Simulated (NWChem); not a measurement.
Species: C2H3F2, doublet; SMILES C[C](F)F

Computed with NWChem. Spin-unrestricted. Medium grid unless said otherwise, to which SCAN and Minnesota functionals are sensitive. In the optimisation the excess spin sits in a' (Cs, its own frame). Geometry: optimised at PBE0/def2-SVP, spin-unrestricted. No stability test was run on the SCF state.

### Question
Order these by “dipole (D)”, lowest first: r2SCAN0/def2-SVP; RPBE/def2-SVP; B3LYP/def2-SVP; MN15/def2-SVP; TPSS/def2-SVP.

### Answer
RPBE/def2-SVP (1.59), TPSS/def2-SVP (1.69), B3LYP/def2-SVP (1.79), MN15/def2-SVP (1.87), r2SCAN0/def2-SVP (1.95)
